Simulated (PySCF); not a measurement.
Ga(H)2(F)(SH2), H4FGaS, singlet (PBE0/def2-SVP optimised geometry):

```
7

Ga    -0.279     0.160     0.000
H     -1.287     1.355     0.000
H      1.287     0.160     0.000
F     -0.979    -1.355    -0.653
S     -0.778    -0.927     2.367
H     -1.342    -1.831     1.526
H      0.387    -1.609     2.417
```

Calculation: PBE0/def2-TZVP (PySCF).

Problem. What are the frontier orbital energies and the dipole moment?

Solution. HOMO-2 -10.09 eV, HOMO-1 -8.79 eV, HOMO -8.33 eV, LUMO -0.55 eV, LUMO+1 -0.07 eV; dipole moment 2.89 D.

Meta-Löwdin charges at PBE0/def2-TZVP: Ga1 0.48, H2 -0.08, H3 -0.09, F4 -0.56, S5 -0.04, H6 0.16, H7 0.13.
